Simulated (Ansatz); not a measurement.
Two structures of BN₂H₉O, closed shell, reached by relaxing down either side of one saddle point (PBE0-D4/def2-TZVP). Energies are electronic, without zero-point energy. Computed with Ansatz 0.2.0 (basis: def2-TZVPP and def2-QZVPP); correlated methods freeze the cores. Extrapolation: Hartree–Fock as exp(−7.88 √X), correlation as X^−2.97. First:

B1  (0.811, -0.944, 0.580)
O2  (1.444, -0.195, -0.494)
H3  (0.134, -1.874, 0.172)
H4  (1.556, -1.255, 1.494)
H5  (-0.867, 0.449, 0.436)
N6  (-0.310, 0.076, 1.229)
H7  (-0.165, 0.586, -1.528)
N8  (-1.152, 0.823, -1.418)
H9  (2.350, 0.020, -0.282)
H10  (0.121, 0.855, 1.716)
H11  (-0.920, -0.411, 1.877)
H12  (-1.313, 1.728, -1.841)
H13  (-1.688, 0.143, -1.943)
(Å)

Second:

```xyz
13
angstrom
B 0.7707 -0.9337 0.8144
O 1.1384 -0.4426 -0.7484
H 0.4334 -2.0823 0.6507
H 1.8504 -0.7814 1.3513
H -1.1586 0.8109 -0.3600
N -0.3377 -0.0597 1.3262
H 0.3691 0.1072 -1.1462
N -1.0084 0.9094 -1.3734
H 1.9243 0.1083 -0.7231
H -0.0677 0.6211 2.0209
H -1.1274 -0.5754 1.6847
H -1.0377 1.8883 -1.6278
H -1.7490 0.4299 -1.8693
```

Task: Which bonds change from the first to the second?

Result: BH₃O ([BH2][OH]) + NH₃ + NH₃ → BNH₄ ([BH2][NH2]) + H₂O + NH₃ (still joined by a long B–O bond); bonds formed: O2–H7, H5–N8; dative contacts that become bonds: B1–N6; bonds broken: H5–N6, H7–N8; bonds weakened to dative contacts: B1–O2.

Task: Give the saddle point's structure and its height above each. (An estimate is asked for; the value comes from the calculation.)

Result: By the calculation: 21.91 kcal/mol above the first and 5.24 kcal/mol above the second (CCSD(T) at an estimated basis limit (MP2 extrapolated from triple and quadruple zeta, plus CCSD(T) − MP2 in triple zeta)).
B1  (0.732, -0.893, 0.673)
O2  (1.162, -0.349, -0.730)
H3  (0.276, -2.005, 0.487)
H4  (1.739, -0.889, 1.361)
H5  (-1.042, 0.638, -0.187)
N6  (-0.400, 0.024, 1.227)
H7  (0.179, 0.303, -1.212)
N8  (-0.928, 0.797, -1.257)
H9  (1.991, 0.126, -0.661)
H10  (-0.061, 0.734, 1.866)
H11  (-1.075, -0.523, 1.746)
H12  (-0.975, 1.774, -1.516)
H13  (-1.597, 0.264, -1.797)
(Å)

No T1 diagnostic of these runs exceeds 0.010.

Labels in which every atom is bracketed show which atoms are joined, not bond orders.

For scale, one of the runs: CCSD(T)/def2-TZVPP, 250 basis functions, launched by `ansatz run in.yaml --threads 4 --pin off --events-out ev --progress --plain --max-ram 9574MiB`. The run took 3.6 min on 4 CPU threads of an Intel Xeon (shared host), with 5.7 GiB of host memory at its peak.
